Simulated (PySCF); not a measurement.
Compound: C3H7O3Si (doublet state).
SMILES with atom numbers: `[CH2:1][C@H:2]([SiH2:3][OH:4])[C:5](=[O:6])[OH:7]` (hydrogens: H8, H9 on C1; H10 on C2; H11, H12 on Si3; H13 on O4; H14 on O7)

Cartesian coordinates in Å at the GFN2-xTB level; atoms count from 1:
```
atom  x, y, z in Å
C1    -0.7531    1.1335   -1.1072
C2    -0.7427    0.3286    0.0902
Si3    1.0684    0.7338    0.8037
O4     2.0964    0.0726   -0.2401
C5    -0.6072   -1.1207   -0.0950
O6     0.0562   -1.6555   -0.9648
O7    -1.2136   -1.8376    0.8693
H8    -1.1518    2.1272   -1.0895
H9    -0.3818    0.7316   -2.0286
H10   -1.4944    0.5808    0.8302
H11    1.2003    0.1194    2.1247
H12    1.2022    2.1790    0.7961
H13    1.7593   -0.6113   -0.8362
H14   -1.0390   -2.7819    0.7353
```

The hyperfine couplings belong to this conformer and change with its torsions.

The calculation used UKS B3LYP, pcH-1 on C H O Si, non-relativistic, mean-field spin-orbit, GIAO in PySCF 2.14.0. The structure is a single GFN2-xTB conformer in the gas phase; no vibrational or solvent corrections. The geometry wasn't refined by DFT: couplings that depend on bond lengths, twists or pyramidal angles can differ widely from those at the functional's own minimum. Stability of the SCF solution: not tested.

(1) The isotropic 13C couplings are +80.1, -27.4, +25.7 MHz. Assign them to C1; C2; C5.

(2) Match the computed a_iso(17O) values -8.2, -2.6 MHz with the sites O4; O7.

(3) The isotropic 1H couplings, averaged over equivalent nuclei, are -61.2, +44.2, +41.0, +3.1, -2.2, +0.9 MHz. Assign them to H8/H9; H10; H11; H12; H13; H14.

Answers

(1) 
| site | a_iso (MHz) | ρ(0) (bohr⁻³) | position | distance from C1 (Å) | spin population | largest \|T\| (MHz) |
| --- | --- | --- | --- | --- | --- | --- |
| C1 | +80.1 | +0.0713 | largest spin population | 0.00 | +1.01 | 152.4 |
| C2 | -27.4 | -0.0243 | 1 bond from C1 | 1.44 | -0.06 | 4.8 |
| C5 | +25.7 | +0.0229 | 2 bonds from C1 | 2.48 | +0.02 | 6.3 |

(2) 
| site | a_iso (MHz) | ρ(0) (bohr⁻³) | position | distance from C1 (Å) | spin population | largest \|T\| (MHz) |
| --- | --- | --- | --- | --- | --- | --- |
| O4 | -2.6 | +0.0042 | 3 bonds from C1 | 3.16 | 0.00 | 1.5 |
| O7 | -8.2 | +0.0135 | 3 bonds from C1 | 3.60 | 0.00 | 2.5 |

(3) 
| site | a_iso (MHz) | ρ(0) (bohr⁻³) | position | distance from C1 (Å) | bound to | spin population there | largest \|T\| (MHz) |
| --- | --- | --- | --- | --- | --- | --- | --- |
| H8/H9 | -61.2 | -0.0137 | α, 1 bond from C1 | 1.07 | C1 | +1.01 | 37.0 |
| H10 | +41.0 | +0.0092 | β, 2 bonds from C1 | 2.15 | C2 | -0.06 | 7.8 |
| H11 | +44.2 | +0.0099 | γ, 3 bonds from C1 | 3.91 | Si3 | +0.06 | 3.4 |
| H12 | -2.2 | -0.0005 | γ, 3 bonds from C1 | 2.92 | Si3 | +0.06 | 5.8 |
| H13 | +0.9 | +0.0002 | 4 bonds from C1 | 3.07 | O4 | 0.00 | 4.3 |
| H14 | +3.1 | +0.0007 | 4 bonds from C1 | 4.34 | O7 | 0.00 | 2.3 |

ρ(0) is the spin density at the nucleus and T the dipolar tensor; a_iso includes a spin–orbit part; entries for several nuclei are means. Largest spin populations (Mulliken): C1 (+1.01), C2 (-0.06) and Si3 (+0.06). C1 is the only atom above +0.15. The angles at C1 add up to 360.0°, so it is planar; its axial dipolar tensor and the negative couplings of its protons fit spin in a p orbital normal to that plane.

Means are taken over nuclei equivalent by connectivity, which assumes that they swap fast.
